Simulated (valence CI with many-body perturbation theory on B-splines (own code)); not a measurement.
**Level structure of Ir⁴⁺**

Calculated by valence CI with perturbative core correlation (CI+MBPT): five valence electrons over a frozen Dirac-Fock core [Xe] 4f14, radial functions for each j: 7 s, 7 p, 8 d, 6 f, 4 g, 1 h, with the one-electron correlation potential Σ1, the two-electron term Σ2, the three-electron term Σ3, Breit, model QED; selected CI, second order for the rest, scaled by the run's own slope (own B-spline code, finite nucleus).

No measured levels were compared; by estimate terms of the open shell hold to 2 to 4 % of their energy, and close levels can change places; different configurations can be misplaced against each other by 1,000 to 8,000 cm⁻¹. Core correlation moves these levels by up to 13000 cm⁻¹, and in measured spectra 5 to 20 % of such shifts remained as error; rates that hang on mixing are uncertain with them. Among the levels kept, up to 1400 cm⁻¹ of a level comes from second order outside the variational space, and about a tenth of that is noise between levels of different J, which matters for small intervals. Only levels of the ground parity were solved; by the run's estimate the other parity begins above the list, which can be wrong where configurations are misplaced.

Levels 1 to 45 of 48, with energies above the lowest level, 5d5 6S_5/2. "Leading %" is the weight of the configuration and term that name the level; weights of strongly mixed levels are sums over their largest components and can fall short. Lifetimes count E1, E2, E3, M1 and M2 decay at the calculated energies, and are blank where another channel may lead or the interval is too uncertain; long ones can be off by a factor of two.

```
No.  Configuration  Term     J  E (cm⁻¹)  Leading %      g  Lifetime
  1            5d5    6S   5/2       0.0         84  1.933          
  2            5d5    4G   5/2     17500         31  1.019   42.9 ms
  3            5d5    4G   7/2     22795         65  1.083    215 ms
  4            5d5    4D   3/2     23733         47  1.368   22.6 ms
  5            5d5    4G  11/2     24139         77  1.223          
  6            5d5    4G   5/2     24517         40  1.082   29.8 ms
  7            5d5    4G   9/2     25108         83  1.169    2.52 s
  8            5d5    4P   1/2     26923         58  1.709    624 ms
  9            5d5    4D   7/2     30237         65  1.303   81.0 ms
 10            5d5    2D   5/2     32173         32  1.283   22.6 ms
 11            5d5    4D   1/2     34437         64  0.895   46.5 ms
 12            5d5    2I  11/2     35047         72  0.996   69.1 ms
 13            5d5    4D   3/2     35693         41  1.320   25.5 ms
 14            5d5    2F   7/2     36973         38  1.120    118 ms
 15            5d5    2G   9/2     38256         48  1.160   70.3 ms
 16            5d5    4F   3/2     38422         52  0.717   16.4 ms
 17            5d5    2I  13/2     38600         99  1.077    390 ms
 18            5d5    2F   5/2     39941         34  1.029   13.4 ms
 19            5d5    4F   5/2     44855         38  1.093   13.4 ms
 20            5d5    2H   9/2     45251         51  1.106   15.9 ms
 21            5d5    2G   7/2     45926         49  1.030   53.5 ms
 22            5d5    2F   5/2     48280         47  1.051   13.5 ms
 23            5d5    2D   3/2     48825         53  0.712   24.3 ms
 24            5d5    2F   7/2     49852         62  1.077   15.3 ms
 25            5d5    4F   7/2     52602         45  1.179   15.8 ms
 26            5d5    2S   1/2     52670         79  1.955   14.8 ms
 27            5d5    2H  11/2     53996         70  1.067   10.6 ms
 28            5d5    2G   9/2     54169         46  1.089   26.1 ms
 29            5d5    2D   3/2     59627         87  0.824   9.04 ms
 30            5d5    2D   5/2     60023         51  1.076   7.92 ms
 31            5d5    2D   5/2     64185         63  1.124   8.96 ms
 32            5d5    2G   9/2     66092         94  1.111   16.8 ms
 33            5d5    2G   7/2     68204         84  0.921   13.0 ms
 34            5d5    2P   3/2     75001         81  1.251   12.2 ms
 35         5d4.6s    6D   1/2     75159         73  3.109   1.81 ms
 36         5d4.6s    6D   3/2     79130         86  1.838   1.65 ms
 37            5d5    2P   1/2     79234         86  0.783   7.71 ms
 38         5d4.6s    6D   5/2     82904         90  1.633   1.41 ms
 39         5d4.6s    6D   7/2     86135         87  1.552   1.21 ms
 40            5d5    2D   5/2     86924         92  1.197   4.68 ms
 41         5d4.6s    6D   9/2     88794         77  1.498   1.04 ms
 42            5d5    2D   3/2     88820         80  0.874   5.29 ms
 43         5d4.6s    4D   1/2     92662         48  0.847    541 μs
 44         5d4.6s    4D   3/2     98081         66  1.179    542 μs
 45         5d4.6s    4H   7/2     98627         50  0.869   1.01 ms
```

Names give the largest LS component (configuration and term), which can be under half, so a name can repeat, a term be missing and a line seem to break the LS rules; names also repeat where a configuration has a term twice.

The ionisation energy to 5d4 5D_0 of the next ion comes out as 57.592 eV (NIST: 57 ± 1.9 eV (theoretical)). All 48 levels together are meant to be complete up to 104940 cm⁻¹.
